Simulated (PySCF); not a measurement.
B2H4O, SMILES BOB. Geometry optimised at B3LYP-D3(BJ)/def2-TZVP.

TDA-PBE/def2-SVPD (PySCF 2.14.0) puts the lowest singlet excitations at 5.81, 5.92, 6.11, 6.49, 7.72, 7.72 eV.

### Question
What are the lowest excitation roots from ADC(2)/aug-cc-pVDZ (PySCF)? (Estimate from the structure and the level; the computed values follow.)

### Answer
6.32, 6.45, 7.66, 7.82, 8.33, 8.33 eV. S1 differs by 0.51 eV (second minus first; roots are paired by order, and the bases may differ).
